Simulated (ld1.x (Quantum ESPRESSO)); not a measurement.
**Before and after: TM potential for indium (In)**

- Element: In
- Generator: ld1.x (Quantum ESPRESSO) 7.5
- Type: norm-conserving Troullier–Martins (Kleinman–Bylander form)
- Functional: PBE
- Relativity: scalar-relativistic
- Frozen core: [Kr] 4d10
- Valence charge: 3
- Reference configuration: 5s1 5p0 (charge +2)
- Partial waves: 5s (bound): rc 1.80 bohr; 5p (bound, empty): rc 1.95 bohr; 5d channel at 0.2 Ry: rc 2.00 bohr
- Local potential: the d channel
- Core correction: Bessel-smoothed model core inside 1.40 bohr

All-electron outer shells of the reference configuration (PBE, scalar-relativistic, ld1.x):

```csv
shell,level (eV),outermost node (bohr),outermost maximum (bohr)
5s,-23.67,1.02,2.06
5p,-16.22,1.13,2.45
```

Change: wave 5s (bound): rc 1.80 bohr becomes 5s (bound): rc 2.18 bohr.

Cutoffs: the cutoffs (Ry, on a coarse ladder) from which the occupation-weighted sum of valence levels, in a spherical-Bessel basis at the reference potential, stays within 10 and 1 mRy of its value at 400 Ry; they do not see the model core or the augmentation charge, which bear on the density cutoff. Errors are all-electron minus pseudo energies relative to the spin-unpolarised reference configuration.

Question: What does the change do?

Answer: The potential gets softer (18 Ry and 40 Ry → 10 Ry and 25 Ry); both files keep a bound ghost (p, s); the errors of the 7 common tests hardly move. A larger radius leaves more room for a smooth pseudo-wave, so fewer plane waves are needed.

| quantity | base | changed |
| --- | --- | --- |
| cutoff, loose | 18 Ry | 10 Ry |
| cutoff, tight | 40 Ry | 25 Ry |
| bound ghosts | s, p | s, p |
| error for 5s2 5p1, meV [ΔE -24.60 eV] | -173 | -173 |
| error for 5s2 5p0, meV [ΔE -19.23 eV] | -103 | -102 |
| error for 5s2 5p0.5, meV [ΔE -22.66 eV] | -145 | -145 |
| error for 5s1 5p2, meV [ΔE -18.76 eV] | -82 | -82 |
| error for 5s0 5p3, meV [ΔE -12.65 eV] | -30 | -30 |
| error for 5s1 5p1, meV [ΔE -12.64 eV] | -35 | -36 |
| error for 5s2 5p1.3, meV [ΔE -25.13 eV] | -182 | -182 |

Changed file: The cutoffs count occupied waves only; the empty 5p level needs 25 Ry at the loose tolerance. A true bound ghost makes a file unfit for plane-wave use even where its test errors are small: the radial tests pick states by their node count and pass the ghost by.
